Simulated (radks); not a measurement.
Task: Coherent X-ray form factor from a spherical all-electron density. Calculated with a radial shooting solver on a logarithmic mesh with Libxc functionals: Dirac Kohn-Sham, PBEsol, spin-unpolarised, spherical densities, finite nucleus; Fermi nuclear charge, rms radius of each element as measured or else 0.836 A^(1/3) + 0.57 fm.

| sin(theta)/lambda (1/angstrom) | f0 (electrons) |
|---|---|
| 0.05 | 15.631 |
| 0.1 | 14.640 |
| 0.15 | 13.304 |
| 0.2 | 11.912 |
| 0.25 | 10.662 |
| 0.3 | 9.637 |
| 0.4 | 8.214 |
| 0.5 | 7.301 |
| 0.6 | 6.574 |
| 0.8 | 5.223 |
| 1 | 4.011 |
| 1.25 | 2.877 |
| 1.5 | 2.165 |
| 2 | 1.505 |

The species is in the configuration that NIST lists as its ground one. Which atom or ion scatters so?

Result: The chlorine ion Cl+, [Ne] 3s2 3p4. Extrapolating in s^2 from the first two rows gives f0(0) = 16.0, near the electron count 16; among species with that count, the fall with angle is slower the higher Z, and the table is that of Z = 17; from so few rows the species is fixed only to a neighbour or two.
